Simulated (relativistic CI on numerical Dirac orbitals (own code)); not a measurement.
# Re LVIII: q coefficients and field-shift factors

Calculated at this level of theory: Dirac-Coulomb-Breit CI, KLI orbitals optimised for each configuration, derivatives by finite differences, unscaled Slater integrals, QED left out (own radial code, finite nucleus).

Configurations in the expansion (outside the closed core [Ne]): 3s2 3p6, 3s2 3p5 3d, 3s 3p6 3d, 3p6 3d2, 3p5 3d3. Double excitations out of closed p, d and f shells are left out; levels of such configurations are missing from the list, as are those of other unlisted configurations, and high levels can miss mixing partners.

With x = (α/α₀)² − 1 an excitation energy changes as ω = ω₀ + qx; K = 2q/ω₀ is the relative enhancement. Terms are leading LS components, so labels can repeat. The field-shift factor is F = δν/δ⟨r²⟩ for the transition from the lowest level.

Lowest level 3s2 3p6 1S_0.

```tsv
Level	ω₀ (cm⁻¹)	q (cm⁻¹)	K	F (GHz/fm²)
3s2 3p5 3d 3P°_0	1952651	121200	0.124	21.3
3s2 3p5 3d 3P°_1	2046921	140400	0.137	22.1
3s2 3p5 3d 3F°_3	2080492	114200	0.11	21.7
3s2 3p5 3d 3D°_2	2115477	121500	0.115	21.9
3s2 3p5 3d 3F°_4	2690965	795900	0.592	39.2
3s2 3p5 3d 1D°_2	2736375	804600	0.588	38.8
3s2 3p5 3d 3D°_3	2830283	803000	0.567	40.1
3s2 3p5 3d 1P°_1	3074807	835600	0.544	32.2
3s2 3p5 3d 3F°_2	5012743	3.743e+06	1.49	-506
3s2 3p5 3d 1P°_1	5328515	3.746e+06	1.41	-502
3s2 3p5 3d 3P°_2	5694944	4.435e+06	1.56	-488
3s2 3p5 3d 3F°_3	5736696	4.437e+06	1.55	-489
3s 3p6 3d 3D_1	6867929	4.141e+06	1.21	-8410
```

At this charge energies of transitions that change n are usually good to better than 1 %, and those within a shell (Δn = 0) to a few per cent.
